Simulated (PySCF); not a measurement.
Species: C5H8NOP.
Cartesian coordinates in Å at the PBE0/def2-SV(P) level; atoms count from 1:
```
atom  x, y, z in Å
C1    -2.064    0.153    1.109
P2    -1.350   -0.309   -0.534
N3    -1.300    1.327   -1.194
C4     0.410   -0.432   -0.094
C5     1.305    0.574    0.414
C6     2.507   -0.041    0.576
O7     2.431   -1.340    0.207
C8     1.170   -1.564   -0.200
H9    -1.534    1.013    1.552
H10   -2.000   -0.715    1.788
H11   -3.132    0.408    0.987
H12   -2.251    1.677   -1.338
H13   -0.848    1.324   -2.111
H14    1.062    1.618    0.608
H15    3.483    0.294    0.925
H16    0.947   -2.575   -0.540
```

The calculation used PBE0/def2-SV(P) geometry optimisation, gas phase in PySCF 2.14.0.

Masses are those of the commonest isotopes; rigid-rotor values at the optimised geometry. The values belong to one conformer with, in the numbering `[CH3:1][P:2]([NH2:3])[c:4]1[cH:5][cH:6][o:7][cH:8]1`, C1–P2–N3–H -67° and 175°, C1–P2–C4–C5 -62°.

Problem. Give the principal moments of inertia and the rotational constants in MHz.

Solution. Ia = 136.09, Ib = 464.85, Ic = 484.81 u·Å²; 505379 MHz·u·Å²/I gives A = 3713, B = 1087, C = 1042 MHz.

Problem. What kind of rotor is it?

Solution. A near-prolate asymmetric top; Ray's κ = -0.966.

Problem. What does the inertial defect say?

Solution. Not planar: Δ = Ic − Ia − Ib = -116.13 u·Å². For a rigid frame Δ = −2 Σ m c², so Σ m c² = 58.06 u·Å² lies off the ab plane: 15.09 from hydrogen and 42.98 from heavier atoms. The atom farthest from that plane is 1.93 Å away.

Problem. Give the other two planar moments, Paa and Pbb, and the rms extents of the mass along the axes.

Solution. Paa = Σ m a² = (Ib + Ic − Ia)/2 = 406.78 and Pbb = Σ m b² = (Ia + Ic − Ib)/2 = 78.03 u·Å². With the mass M = 129.03 u, the rms extents √(P/M) along a, b and c are 1.78, 0.78, 0.67 Å.

Problem. Where do the levels up to J = 2 lie, in MHz?

Solution. Above 0(0,0):
J = 1: 1(0,1) 2130, 1(1,1) 4756, 1(1,0) 4801
J = 2: 2(0,2) 6388, 2(1,2) 8970, 2(1,1) 9105, 2(2,1) 16984, 2(2,0) 16984

Problem. Predict some low-J microwave lines.

Solution. The dipole components are |μa| = 0.74 D, |μb| = 0.61 D, |μc| = 0.12 D. Intensities carry the squares of the components, which stand as 1.00 : 0.68 : 0.02 (a : b : c). Some lines, for components of 0.1 D or more:

| type | branch | J(Ka,Kc) | MHz | lower level (cm⁻¹) |
| --- | --- | --- | --- | --- |
| a | R | 1(0,1) ← 0(0,0) | 2130 | 0.000 |
| c | Q | 4(1,4) ← 4(0,4) | 2432 | 0.710 |
| c | Q | 1(1,1) ← 1(0,1) | 2626 | 0.071 |
| b | Q | 3(1,2) ← 3(0,3) | 2785 | 0.426 |
| a | R | 2(1,2) ← 1(1,1) | 4214 | 0.159 |
| a | R | 2(0,2) ← 1(0,1) | 4259 | 0.071 |
| a | R | 2(1,1) ← 1(1,0) | 4304 | 0.160 |
| b | R | 4(0,4) ← 3(1,3) | 5996 | 0.510 |
| a | R | 3(1,3) ← 2(1,2) | 6321 | 0.299 |
| a | R | 3(0,3) ← 2(0,2) | 6387 | 0.213 |
| a | R | 3(2,1) ← 2(2,0) | 6391 | 0.567 |
| b | R | 2(1,2) ← 1(0,1) | 6841 | 0.071 |
| b | Q | 4(2,2) ← 4(1,3) | 7732 | 0.806 |
| c | Q | 3(2,2) ← 3(1,2) | 7812 | 0.519 |
| b | Q | 3(2,1) ← 3(1,2) | 7815 | 0.519 |
| c | Q | 2(2,1) ← 2(1,1) | 7879 | 0.304 |
| a | R | 4(0,4) ← 3(0,3) | 8513 | 0.426 |
| a | R | 4(3,2) ← 3(3,1) | 8520 | 1.221 |
| b | R | 3(1,3) ← 2(0,2) | 8903 | 0.213 |
| c | R | 3(1,2) ← 2(0,2) | 9172 | 0.213 |
| b | R | 2(2,0) ← 1(1,1) | 12228 | 0.159 |
| c | Q | 3(3,1) ← 3(2,1) | 13241 | 0.780 |
| b | R | 3(2,2) ← 2(1,1) | 14268 | 0.304 |
| c | R | 3(2,1) ← 2(1,1) | 14271 | 0.304 |
| c | R | 4(2,3) ← 3(1,3) | 16599 | 0.510 |
| b | R | 3(3,0) ← 2(2,1) | 19633 | 0.567 |
| b | R | 4(3,2) ← 3(2,1) | 21761 | 0.780 |
| b | R | 4(4,1) ← 3(3,0) | 27059 | 1.221 |

Problem. Estimate the classical rotational partition function at 10 K, 200 K and 298.15 K.

Solution. Point group C1, symmetry number σ = 1; q = (√π/σ)·√((kT/h)³/(ABC)), k/h = 20836.6 MHz/K: 2600 at 10 K, 232000 at 200 K, 423000 at 298.15 K.

Stationary, but not proved a minimum. Constants of a rigid frame at the computed geometry: no zero-point averaging, no centrifugal distortion. A rigid rotor knows nothing of inversion at nitrogen or internal rotation, which can split or shift real lines. Quadrupole hyperfine structure (14N) is left out.
